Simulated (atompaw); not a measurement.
# How hard is this beryllium PAW (atompaw) potential?

```
Element                 : beryllium
Generator               : atompaw 4.2.0.5
Type                    : PAW
Functional              : PBEsol
Relativity              : non-relativistic
Frozen core             : [He]
Valence charge          : 2
Reference configuration : 2s1 2p0 (charge +1)
Partial waves           : 2s (bound): rc 2.35 bohr; 2s channel at -0.05 Ry: rc 2.35 bohr; 2p (bound, empty): rc 2.35 bohr; 2p channel at -0.15 Ry: rc 2.35 bohr
Local potential         : troulliermartins scheme with l = 2 at 0 Ry, radius 2.05 bohr
Core correction         : smooth core density matched at 1.40 bohr
Augmentation charge     : besselshape compensation charge, radius 1.90 bohr; PAW radius 2.35 bohr; waves and projectors: custom rrkj gramschmidtortho
```

The pseudo-atom Hamiltonian at the reference potential is diagonalised in spherical Bessel functions j_l(qr) that vanish at 20 bohr, with q² up to the cutoff. All-electron valence levels (Ry): 2s -0.9977, 2p -0.7095.

Question: How do the lowest levels (Ry) of each channel move with the cutoff, and are there ghosts?

Answer:

| cutoff (Ry) | s #1 | p #1 | p #2 | d #1 | d #2 | f #1 | Σ f·Δε (mRy) |
| --- | --- | --- | --- | --- | --- | --- | --- |
| 8 | -0.9976 | -0.6952 | -0.1965 | -0.1699 | -0.0566 | -0.0490 | 0.1 |
| 10 | -0.9977 | -0.7054 | -0.1991 | -0.1699 | -0.0566 | -0.0490 | 0.1 |
| 400 | -0.9977 | -0.7095 | -0.2003 | -0.1700 | -0.0567 | -0.0490 | 0.0 |

Result: no extra level below or beside the all-electron valence levels (s, p, d, f tested); 10 mRy is reached at 6 Ry and 1 mRy at 6 Ry.

The cutoffs count occupied waves only; the empty 2p level needs 10 Ry at the loose tolerance.
